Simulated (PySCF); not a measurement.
trans-(1R,2R)-1-chloro-2-fluorocyclopropane (C₃H₄ClF), SMILES F[C@@H]1C[C@H]1Cl.

Coordinates come from a PBE0-D3(BJ)/def2-SVP optimisation.

Computed with PBE/def2-TZVP run with PySCF.

Gas-phase values at a fixed geometry.

Computed frontier levels, gap, dipole moment and polarisability:
The highest occupied level is -6.59 eV, the lowest empty level is -0.64 eV and the orbital gap comes out as 5.95 eV. The dipole moment is 1.13 D and the quadrupole, principal values (traceless, Buckingham form, about the centre of nuclear charge) is -7.00, 2.27, 4.73 D·Å. The mean static polarisability is 47.3 bohr³ (7.01 Å³) and the polarisability, principal values comes out as 40.7, 43.1, 58.0 bohr³.
